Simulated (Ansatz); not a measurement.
Species: sum formula SiOF (charge 0, doublet). It need not be the lowest isomer of its formula. 
Coordinates optimised at B3LYP-D3(BJ)/def2-TZVP (Ansatz, a program for electronic structure):
SMILES: F[Si]=O
```xyz
3

Si    -0.0796    -0.1221     0.3643
O      1.3457    -0.5528     0.0273
F     -1.0723     0.6813    -0.5910
```
Charge 0, spin multiplicity 2.

Wanted: vertical ionisation energy (to the singlet state of charge +1; each state is the SCF solution reached for its spin; for the singlet the Hartree-Fock reference is unstable and T1 is 0.026), in eV. Correlated levels leave the core frozen unless marked. Open shells are spin-unrestricted. No spin-orbit coupling. No relativistic terms. CBS(X,Y): correlation extrapolated as X^-3; Hartree-Fock from the larger set. [CCSD(T)-MP2]/basis is that difference in the basis named.

RI-MP2/CBS(aug-cc-pV(T+d)Z,aug-cc-pV(Q+d)Z)+[CCSD(T)-MP2]/aug-cc-pV(T+d)Z (Ansatz) gives 10.79 eV.

Problem. Another calculation gave 10.81 eV. Which level was it?
A) CAM-B3LYP/def2-TZVPD (Ansatz)
B) SVWN5/def2-TZVPD (Ansatz)
C) PBE/def2-TZVPD (Ansatz)
D) B3LYP/def2-TZVPD (Ansatz)

Solution. C, PBE/def2-TZVPD (Ansatz). The others give 11.23 (CAM-B3LYP), 11.08 (B3LYP), 10.93 (SVWN5) eV.
